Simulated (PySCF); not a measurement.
Start geometry of `[C-]#[N+]c1ccccc1` from GFN2-xTB (Å):
```
atom  x, y, z in Å
C1     3.604    0.035   -0.013
N2     2.411    0.040   -0.014
C3     1.036    0.018   -0.014
C4     0.422   -1.200    0.018
C5    -0.996   -1.226    0.017
C6    -1.710   -0.026    0.005
C7    -1.027    1.181   -0.021
C8     0.360    1.223   -0.033
H9     0.956   -2.114    0.056
H10   -1.519   -2.166    0.058
H11   -2.794   -0.054    0.022
H12   -1.589    2.108   -0.032
H13    0.851    2.165   -0.060
```

Problem. What comes out of this run: PySCF 2.14.0, PBE0-D3(BJ)/def2-TZVP geometry optimisation, gas phase?

Solution. 
```
atom  x, y, z in Å
C1     3.5960    0.1293   -0.0267
N2     2.4286    0.0889   -0.0190
C3     1.0522    0.0378   -0.0087
C4     0.4108   -1.1957    0.0244
C5    -0.9726   -1.2389    0.0346
C6    -1.7113   -0.0644    0.0120
C7    -1.0615    1.1613   -0.0211
C8     0.3212    1.2208   -0.0316
H9     1.0025   -2.1020    0.0419
H10   -1.4762   -2.1977    0.0605
H11   -2.7938   -0.1046    0.0200
H12   -1.6347    2.0804   -0.0388
H13    0.8442    2.1682   -0.0574
```

The energy falls by 12.3 kJ/mol over 10 energy and gradient evaluations, the largest force component goes from 0.0579 to 2.8e-04 Eh/bohr, and the atoms move by 0.020 Å rms after alignment. The bond that changes most is C4–C5 (both ends aromatic CH carbon), which shortens by 0.034 Å. Bonds longer at the end by more than 0.005 Å: 5 of 13; shorter: 3. Among the angles that change most is C3–C8–H13, from 123.2° to 119.4°. Rotational constants go from 5713, 1664, 1288 to 5731, 1655, 1284 MHz. The orientation of the end geometry is arbitrary; only internal coordinates are fixed.

The run used 278 basis functions and 76 SCF cycles in all. Time: 2.6 min wall, 6.4 min CPU; peak memory 1.5 GiB. Hardware: Intel Xeon 6975P-C, 2 threads, shared host with 192 logical CPUs at a one-minute load of 107.

Whether it is a minimum is left open (no frequencies).
